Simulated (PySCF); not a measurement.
A PySCF script (with the pyscf-properties extension) for the NMR shieldings of `COC1=CC(C)=C(C)[SiH2]B1`, C7H13BOSi, on a GFN2-xTB geometry:

```python
import basis_set_exchange as bse
import numpy as np
from pyscf import gto, dft
from pyscf.prop import nmr

atoms = """
C     3.598483    0.555835   -0.293013
O     2.897917   -0.646672   -0.474916
C     1.525191   -0.686355   -0.331516
C     0.809524    0.433165   -0.016165
C    -0.609585    0.596641    0.187640
C    -1.047212    1.998942    0.533765
C    -1.529701   -0.392421    0.104814
C    -2.977003   -0.102268    0.357908
Si   -1.014811   -2.153740   -0.350694
B     0.912461   -2.074794   -0.557569
H     4.647714    0.313474   -0.457031
H     3.476614    0.948870    0.723079
H     3.290201    1.319476   -1.016557
H     1.358334    1.359071    0.113043
H    -1.439605    2.033874    1.550817
H    -1.843528    2.326456   -0.133742
H    -0.228254    2.710599    0.461717
H    -3.368725    0.594172   -0.385218
H    -3.120562    0.352964    1.338575
H    -3.562888   -1.015841    0.310671
H    -1.829647   -2.481193   -1.541177
H    -1.576519   -3.004111    0.720586
H     1.626850   -2.959157   -0.834937
"""
names = dict.fromkeys(["C", "O", "Si", "B", "H"], "pcSseg-1")
basis = {el: gto.basis.parse(bse.get_basis(n, elements=[el], fmt="nwchem")) for el, n in names.items()}
mol = gto.M(atom=atoms, basis=basis, charge=0, verbose=0)
mf = dft.RKS(mol, xc="PBE0")
mf.grids.level = 2
mf.grids.alignment = dft.numint.BLKSIZE   # the property module wants whole blocks of grid points
mf.conv_tol = 1e-9
mf.kernel()

calc = nmr.RKS(mf)   # GIAO
C = mf.mo_coeff
Co = C[:, mf.mo_occ > 0]
resp = mf.gen_response(singlet=True, hermi=2)
def vind(x):   # induced exchange potential for any number of trial vectors
    d = np.einsum("pi,xij,qj->xpq", C, 2 * x.reshape(-1, C.shape[1], Co.shape[1]), Co, optimize=True)
    return np.einsum("xpq,pi,qj->xij", resp(d - d.transpose(0, 2, 1)), C, Co, optimize=True).ravel()
mo1, _ = nmr.rhf.solve_mo1(calc, with_cphf=vind)
sigma = calc.kernel(mo1)
for i, s in enumerate(sigma):   # ppm
    w = np.linalg.eigvalsh((s + s.T) / 2)
    print("%2d %-2s iso %8.1f  s11 %8.1f  s22 %8.1f  s33 %8.1f" % (i, mol.atom_pure_symbol(i), w.mean(), *w))
```

**Question.** What are the results?

**Answer.** 
```
 0 C  iso    132.2  s11    104.7  s22    117.5  s33    174.4
 1 O  iso    211.3  s11    111.7  s22    238.6  s33    283.7
 2 C  iso      7.5  s11    -93.8  s22      7.2  s33    109.0
 3 C  iso     46.8  s11    -37.3  s22     38.2  s33    139.4
 4 C  iso     37.3  s11    -83.1  s22     43.6  s33    151.5
 5 C  iso    160.2  s11    143.6  s22    155.1  s33    181.8
 6 C  iso     32.6  s11    -76.3  s22     -7.7  s33    181.9
 7 C  iso    162.0  s11    148.6  s22    159.9  s33    177.6
 8 Si iso    433.3  s11    382.4  s22    421.8  s33    495.8
 9 B  iso     16.5  s11    -79.4  s22     -6.5  s33    135.3
10 H  iso     27.4  s11     23.2  s22     26.3  s33     32.8
11 H  iso     28.2  s11     25.0  s22     26.2  s33     33.4
12 H  iso     28.2  s11     25.0  s22     26.2  s33     33.4
13 H  iso     25.4  s11     21.5  s22     22.1  s33     32.5
14 H  iso     29.5  s11     25.6  s22     28.1  s33     34.6
15 H  iso     29.5  s11     25.2  s22     29.1  s33     34.2
16 H  iso     30.0  s11     25.7  s22     29.7  s33     34.7
17 H  iso     29.7  s11     25.7  s22     28.2  s33     35.3
18 H  iso     29.7  s11     25.5  s22     28.7  s33     35.1
19 H  iso     29.5  s11     24.5  s22     30.0  s33     34.0
20 H  iso     27.6  s11     23.9  s22     26.3  s33     32.6
21 H  iso     27.6  s11     23.9  s22     26.3  s33     32.7
22 H  iso     23.4  s11     16.1  s22     25.9  s33     28.3
```

These numbers come from an equivalent density-fitted implementation of the same equations, which agrees with the script to about 0.01 ppm for H and up to a few tenths of a ppm for heavy atoms, so last digits may differ.

Size and cost of the density-fitted run: 242 basis functions, 57 s wall time on 1 thread of an Arm Neoverse V2, shared host; peak memory 1.1 GiB.
